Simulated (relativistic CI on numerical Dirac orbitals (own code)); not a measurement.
**One change at a time: Os**

Base calculation: Dirac-Coulomb-Breit CI, separate exchange-only KLI orbitals for each configuration, model QED (radiative potential, 1s self-energy scaled to tabulated hydrogen-like ionisation energies), valence Slater integrals scaled by 0.85, P86 correlation energy added to each configuration.

Configuration list (outside the closed core [Xe] 4f14): 5d⁶6s², 5d⁷6s, 5d⁶6s6p, 5d⁷6p, 5d⁸, 5d⁶6s6d, 5d⁷6d, 5d⁶6s6f, 5d⁶6s6g, 5d⁷5f, 5d⁷6f, 5d⁷5g, 5d⁵6s²6p, 5d⁷7s, 5d⁷6g, 5d⁶6s7s, 5d⁵6s²5f, 5d⁷7p, 5d⁵6s²5g, 5d⁶6s7p, 5d⁶6s8s, 5d⁵6s²8s, 5d⁶6s5f, 5d⁶6s8p, 5d⁵6s²8p, 5d⁵6s²9s, 5d⁶6p7s, 5d⁵6s²6f, 5d⁵6s²9p, 5d⁶6p², 5d⁵6p³. Double excitations out of closed p, d and f shells are left out; levels of such configurations are missing from the list, as are those of other unlisted configurations, and high levels can miss mixing partners. These lack a partner that the ground configuration has and come out too high: 5d⁵6s²5f, 5d⁵6s²5g, 5d⁵6s²8s, 5d⁵6s²8p, 5d⁵6s²9s.

Variants: (1) self-excluded LDA correlation estimate; (2) no correlation estimate; (3) configuration mixing switched off; (4) non-relativistic limit. Shifts of the energy above 5d⁶6s² ⁵D4, in cm⁻¹, for the lowest level and the first level of each name with at least 55 % of one term (blank where a level changes its place among those of its configuration and J or its character, or is not in the variant):

```
       Level     Base    Δ(1)     Δ(2)     Δ(3)      Δ(4)  Measured
  5d⁶6s² ⁵D4      0.0     0.0      0.0      0.0       0.0       0.0
   5d⁷6s ⁵F5   2756.7  -383.6  +1700.6  -2534.0  -17288.5    5143.9
  5d⁶6s² ⁵D3   3871.5    +5.7    -21.0   -241.4   -3871.5    4159.3
  5d⁶6s² ⁵D1   5229.7   -25.3    +84.6   +397.0   -5229.7    5766.1
  5d⁶6s² ⁵D0   5662.5   -16.4    +56.0   +280.7   -5662.5    6092.8
   5d⁷6s ⁵F4   6149.6  -375.1  +1655.5  -2412.5  -20681.3    8742.8
   5d⁷6s ⁵F3   8533.4  -379.6  +1683.8  -2434.2  -23065.2   11378.0
   5d⁷6s ⁵F2  10052.3  -347.6  +1601.0  -2608.7  -24584.1   12774.4
   5d⁷6s ⁵F1  10438.2  -366.2  +1626.2  -2184.0  -24969.9   13020.1
  5d⁶6s² ³H6  14031.0   -42.0   +131.8   +131.3    -763.5          
   5d⁷6s ⁵P3  14206.7  -343.1  +1577.8  -2455.0                    
5d⁶6s6p ⁷D°5  16152.9  +371.6  -1954.5  -2656.1   -6145.0   23462.9
5d⁶6s6p ⁷D°3  17609.6  +378.1  -2002.4  -2363.8   -7601.7   25012.9
5d⁶6s6p ⁷D°1  20192.7  +373.6  -1960.1  -2535.9  -10184.8   27786.8
5d⁶6s6p ⁷F°6  21591.7  +357.5  -1916.3  -3269.8   -7942.0          
   5d⁷6s ³H6  22342.5  -315.3  +1321.1  -2806.5  -22271.7          
5d⁶6s6p ⁷F°5  23046.0  +363.3  -1930.2  -2893.4   -9396.3   30280.0
5d⁶6s6p ⁷F°2  23058.1  +363.0  -1919.1  -2522.9   -9408.4          
5d⁶6s6p ⁷F°0  23205.0  +354.7  -1909.4  -2881.0   -9555.3          
5d⁶6s6p ⁷F°1  23261.4  +356.6  -1911.2  -2734.2   -9611.7          
   5d⁷6s ³F2  23450.7  -309.4  +1437.5  -2073.9                    
   5d⁷6s ³H5  24806.6  -328.6
```

For a near-neutral ion this model can misplace configurations by up to about 10,000 cm⁻¹ (more where the count of f electrons changes) and terms by 10 to 25 % of their spread. Rates follow the energies as ν³ (E1, M1) or ν⁵ (E2), so they and the lifetimes can be off by large factors. The fine structure of a lone outer electron comes out too small, for d and f at times inverted, and misplaced configurations move strength between like terms. 13 of the 31 excited levels that our extract of the measured tables holds in this range could be paired (the sources list more); they are missed by 3881 cm⁻¹ on average and 7594 at most, and levels without a partner can miss by more. Some levels of the ground configuration have no partner and can miss by 10 % or more.

Measured levels: NIST Handbook of Basic Atomic Spectroscopic Data (Sansonetti and Martin, J. Phys. Chem. Ref. Data 34, 1559 (2005)).

Ionisation energy from the two ground configurations alone: base 7.259 eV; self-excluded LDA correlation estimate 7.379 eV; no correlation estimate 6.359 eV. The NIST ASD value (measured) is 8.43823 eV. The gap of more than 2 % comes from missing correlation.

LS names give the leading component of a level, which can be under half, so a name can repeat, a term be missing and a line seem to break the LS rules.
